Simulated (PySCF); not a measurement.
**Diatomics of Co with the chalcogens**

PBE0 with triple-zeta basis sets in PySCF, for the lowest determinant that a PBE0 search found; no spin–orbit coupling. De refers to high-spin ground-configuration atoms. A positive dipole means M(−)Co(+).

```csv
M,basis,state (unpaired electrons),Re (Å),ωe (cm⁻¹),De (eV),μ (D)
O,def2-TZVPP,"quartet (π ↑↑, δ ↑)",1.612,916,n/a,4.80
S,def2-TZVPP,"quartet (π ↑↑, δ ↑)",1.973,536,n/a,5.00
Se,x2c-TZVPPall,"quartet (π ↑↑, δ ↑)",2.089,396,n/a,4.63
```

The shortest bond is that of CoO (1.612 Å), the longest that of CoSe (2.089 Å).

The rows differ in basis set, which adds steps of its own.

Relativity is treated differently too: O no relativity; S no relativity; Se spin-free X2C.

De is n/a where a free atom or ion gave no sound limit at this level.

Down a group bonds as a rule get longer and wavenumbers fall, partly through the reduced mass; this series shows no clear exception.

De is left out where the level can put another filling of the metal’s s and d shells below the measured ground configuration, by anything from nothing to about 1 eV. Spin–orbit coupling is left out. With d or f electrons several states lie close, and the lowest PBE0 determinant need not be the measured ground state.
